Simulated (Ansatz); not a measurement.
CH7AsBNSi at its PBE0-D4/def2-TZVP geometry, where that method's forces vanish. Total charge 0; spin multiplicity 1. The bonds changed during the relaxation, so this is another structure than the one it started from.

```xyz
12

B     0.6698   -0.3408    1.0222
C    -0.1375    0.9879    0.8975
N    -0.8361    1.3451   -0.1344
As   -0.8965    0.3278   -1.7882
Si    0.8049   -1.0820   -0.8455
H     1.6921   -0.2024    1.6509
H    -0.1979    1.6932    1.7334
H    -0.0986   -1.0556    1.6535
H    -1.3765    2.2002   -0.0913
H    -2.0181   -0.5726   -1.2772
H     2.0211   -0.8249   -1.6722
H     0.3732   -2.4759   -1.1486
```

(1) What forces (eV/Å) does PBE-D4/def2-TZVPP give on these atoms in the Gaussian-basis code of Ansatz? (Estimate.)

Results:

(1) Computed: 
```
B1  -0.020  0.125 -0.043
C2   0.409 -0.360  0.404
N3  -0.197  0.112 -0.231
As4  0.049  0.061 -0.523
Si5  0.008 -0.026  0.097
H6   0.094 -0.016  0.084
H7  -0.003  0.153  0.179
H8  -0.046 -0.093  0.076
H9  -0.216  0.306 -0.026
H10 -0.165 -0.145  0.095
H11  0.125  0.030 -0.083
H12 -0.039 -0.146 -0.029
```
